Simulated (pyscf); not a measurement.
Optimised with ωB97X-D3(BJ)/def2-SVP in PySCF. Correlated levels are frozen-core, on RHF or UHF. ΔMP2 is the change of the MP2 total energy from the triple- to the quadruple-zeta basis.

### Question
What is the homolytic dissociation enthalpy (298 K, CCSD(T)/def2-TZVPP + ΔMP2(QZVPP)) of the P–Si bond of `[OH][SiH2][PH][OH]`, to HO–SiH₂• + HO–PH•?

### Answer
P–Si to HO–SiH₂• + HO–PH•: 63.9 kcal/mol. HO–SiH₂–PH–OH lies 28.3 kcal/mol over its isomer HO–SiH₂–O–PH₂, and others may lie lower still (electronic energy, ωB97M-D3(BJ)). Other isomers of HO–SiH₂•, HO–PH• were not searched in full and may lie lower. The CCSD(T) − MP2 part came from Ansatz, without density fitting, on the same reference.
